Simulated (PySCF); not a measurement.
Br₄Hf, triplet, at a GFN2-xTB geometry (such geometries of metal compounds can be far from the true shape) (the multiplicity is a formal guess) (core potentials on Hf); DF-HF/def2-SVP in PySCF.

PySCF was given this input:
```python
from pyscf import gto, scf

mol = gto.M(
    atom='''
Hf    0.00000000   -0.00000000   -0.00000000
Br    1.98543382   -0.57606287   -1.45676484
Br    0.76865875    0.30690206    2.38975617
Br   -1.05873074    2.14277427   -0.82678131
Br   -1.69536183   -1.87361346   -0.10621001
''',
    basis='def2-svp',
    ecp={'Hf': 'def2-svp'},
    spin=2,
    verbose=4,
)

mf = scf.UHF(mol)
mf.init_guess = 'sap'
mf = mf.density_fit(auxbasis='def2-universal-jkfit')
mf.kernel()
```

Question: Predict the main parts of the log of this PySCF run.

Answer: 
```
PySCF version 2.14.0

[INPUT] verbose = 4
[INPUT] num. atoms = 5
[INPUT] num. electrons = 152
[INPUT] charge = 0
[INPUT] spin (= nelec alpha-beta = 2S) = 2
[INPUT] symmetry False subgroup None
[INPUT] Mole.unit = angstrom
[INPUT] Symbol           X                Y                Z      unit          X                Y                Z       unit  Magmom
[...]
nuclear repulsion = 1293.30995117559
number of shells = 60
number of NR pGTOs = 353
number of NR cGTOs = 160
basis = def2-svp
ecp = {'Hf': 'def2-svp'}

******** <class 'pyscf.df.df_jk.DFUHF'> ********
method = DFUHF
initial guess = sap
damping factor = 0
level_shift factor = 0
DIIS = <class 'pyscf.scf.diis.CDIIS'>
diis_start_cycle = 1
diis_space = 8
diis_damp = 0
SCF conv_tol = 1e-09
SCF conv_tol_grad = None
SCF max_cycles = 50
direct_scf = False
number electrons alpha = 77  beta = 75
Set gradient conv threshold to 3.16228e-05
Initial guess from superposition of atomic potentials (doi:10.1021/acs.jctc.8b01089)
This is the Gaussian fit version as described in doi:10.1063/5.0004046.
Found SAP basis sapgrasplarge

WARN: SAP basis coefficients must be equal or closeto total electronic charge: -212.0 !≃ 152
Check fails with value 60.0

******** <class 'pyscf.df.df.DF'> ********
auxbasis = def2-universal-jkfit
init E= -10259.1212677091

cycle= 1 E= -10250.5692524175  delta_E= 8.55  |g|= 7.45  |ddm|= 57.9

cycle= 2 E= -10276.477692745  delta_E= -25.9  |g|= 5.17  |ddm|= 34.4

cycle= 3 E= -10317.6132014588  delta_E= -41.1  |g|= 4.76  |ddm|= 22.5

cycle= 4 E= -10325.9326786544  delta_E= -8.32  |g|= 3.71  |ddm|= 5.05

cycle= 5 E= -10332.6814861147  delta_E= -6.75  |g|= 2.39  |ddm|= 3.68

cycle= 6 E= -10335.8182043667  delta_E= -3.14  |g|= 0.536  |ddm|= 2.62
cycle= 7 E= -10335.9714267661  delta_E= -0.153  |g|= 0.296  |ddm|= 0.998
cycle= 8 E= -10336.0168820663  delta_E= -0.0455  |g|= 0.0613  |ddm|= 0.385
cycle= 9 E= -10336.0201053274  delta_E= -0.00322  |g|= 0.0304  |ddm|= 0.112
cycle= 10 E= -10336.0213386804  delta_E= -0.00123  |g|= 0.0212  |ddm|= 0.0561
cycle= 11 E= -10336.0231994522  delta_E= -0.00186  |g|= 0.0191  |ddm|= 0.0939
cycle= 12 E= -10336.023785815  delta_E= -0.000586  |g|= 0.0198  |ddm|= 0.0271
cycle= 13 E= -10336.0218520286  delta_E= 0.00193  |g|= 0.0131  |ddm|= 0.104
cycle= 14 E= -10336.020903572  delta_E= 0.000948  |g|= 0.00786  |ddm|= 0.108
cycle= 15 E= -10336.0212667531  delta_E= -0.000363  |g|= 0.00668  |ddm|= 0.0433
[...]
cycle= 23 E= -10336.0218871034  delta_E= -8.01e-06  |g|= 0.000492  |ddm|= 0.0138
cycle= 24 E= -10336.0218908016  delta_E= -3.7e-06  |g|= 0.000467  |ddm|= 0.00702
cycle= 25 E= -10336.0218938344  delta_E= -3.03e-06  |g|= 0.000449  |ddm|= 0.00583
cycle= 26 E= -10336.0218989834  delta_E= -5.15e-06  |g|= 0.000418  |ddm|= 0.0101
cycle= 27 E= -10336.0219112717  delta_E= -1.23e-05  |g|= 0.000342  |ddm|= 0.0283
cycle= 28 E= -10336.021919532  delta_E= -8.26e-06  |g|= 0.00027  |ddm|= 0.0261
cycle= 29 E= -10336.0219233154  delta_E= -3.78e-06  |g|= 0.000187  |ddm|= 0.0168
cycle= 30 E= -10336.0219266789  delta_E= -3.36e-06  |g|= 0.000138  |ddm|= 0.0278
cycle= 31 E= -10336.0219269656  delta_E= -2.87e-07  |g|= 7.74e-05  |ddm|= 0.00489
cycle= 32 E= -10336.0219270891  delta_E= -1.24e-07  |g|= 6.32e-05  |ddm|= 0.00404
cycle= 33 E= -10336.0219271425  delta_E= -5.34e-08  |g|= 5.09e-05  |ddm|= 0.002
cycle= 34 E= -10336.021927165  delta_E= -2.25e-08  |g|= 4.73e-05  |ddm|= 0.00081
cycle= 35 E= -10336.0219271774  delta_E= -1.24e-08  |g|= 4.85e-05  |ddm|= 0.000274
cycle= 36 E= -10336.0219271771  delta_E= 3.02e-10  |g|= 4.75e-05  |ddm|= 0.000656
cycle= 37 E= -10336.021927175  delta_E= 2.14e-09  |g|= 4.76e-05  |ddm|= 0.000773
cycle= 38 E= -10336.0219271747  delta_E= 2.33e-10  |g|= 4.51e-05  |ddm|= 0.000284
cycle= 39 E= -10336.0219271663  delta_E= 8.45e-09  |g|= 3.4e-05  |ddm|= 0.00284
cycle= 40 E= -10336.0219271594  delta_E= 6.84e-09  |g|= 2.69e-05  |ddm|= 0.00092
cycle= 41 E= -10336.0219271555  delta_E= 3.93e-09  |g|= 2.6e-05  |ddm|= 0.000572
cycle= 42 E= -10336.0219271518  delta_E= 3.73e-09  |g|= 2.48e-05  |ddm|= 0.000281
cycle= 43 E= -10336.0219271475  delta_E= 4.31e-09  |g|= 2.42e-05  |ddm|= 0.000437
cycle= 44 E= -10336.0219271462  delta_E= 1.31e-09  |g|= 2.4e-05  |ddm|= 0.000103
cycle= 45 E= -10336.0219271476  delta_E= -1.5e-09  |g|= 2.52e-05  |ddm|= 7.75e-05
cycle= 46 E= -10336.0219271488  delta_E= -1.11e-09  |g|= 2.52e-05  |ddm|= 8.28e-05
cycle= 47 E= -10336.0219271441  delta_E= 4.65e-09  |g|= 2.42e-05  |ddm|= 0.000203
cycle= 48 E= -10336.0219271457  delta_E= -1.63e-09  |g|= 2.47e-05  |ddm|= 8.95e-05
cycle= 49 E= -10336.0219271412  delta_E= 4.51e-09  |g|= 2.41e-05  |ddm|= 0.000246
cycle= 50 E= -10336.0219271409  delta_E= 3.57e-10  |g|= 2.42e-05  |ddm|= 3.5e-05
Extra cycle  E= -10336.0219271436  delta_E= -2.76e-09  |g|= 2.5e-05  |ddm|= 8.8e-05
converged SCF energy = -10336.0219271436  <S^2> = 2.028999  2S+1 = 3.0192708
```
